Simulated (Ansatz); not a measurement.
Consider the ligand exchange at the Si–N bond: `F[SiH2]N[SiH2][SiH3]` + `[SH][GeH3]` → `[SiH3][SiH2][S][GeH3]` + `N[SiH2]F`.

Calculated with Ansatz (gas phase, PBE0-D4/def2-TZVP geometries, no zero-point term in ΔE). CCSD(T)/CBS is the MP2 limit (def2-TZVPP, def2-QZVPP) plus CCSD(T) − MP2 in def2-TZVPP, frozen cores. For Ge outer-core shells are correlated without core-valence functions, which leaves a few kJ/mol of doubt a bond. Scalar relativity is left out up to krypton. Each species was taken in one conformer, which may not be the lowest.

```tsv
species	CCSD(T)/CBS(def2) energy (Eh)
`F[SiH2]N[SiH2][SiH3]`	-1026.65568
`[SH][GeH3]`	-2476.30083
`[SiH3][SiH2][S][GeH3]`	-3056.88628
`N[SiH2]F`	-446.07709
```

Question: Work out ΔE.

Answer: ΔE = (-3056.88628) + (-446.07709) − (-1026.65568) − (-2476.30083) = -0.00686 Eh = -18.0 kJ/mol.

Largest T1 diagnostic among the species: 0.012.

The D4 term adds −4.6 kJ/mol with B3LYP and −2.4 kJ/mol with PBE0; it sums over pairs of atoms, weighted by their polarisabilities, and B3LYP, whose exchange is more repulsive, gets the larger term. In def2-TZVPP, CCSD(T) changes the Hartree–Fock value by −9.7 kJ/mol (the triples alone add −2.6 kJ/mol) and MP2 by −14.9 kJ/mol.

B3LYP here is the variant with VWN-RPA as its local correlation; programs differ in this.
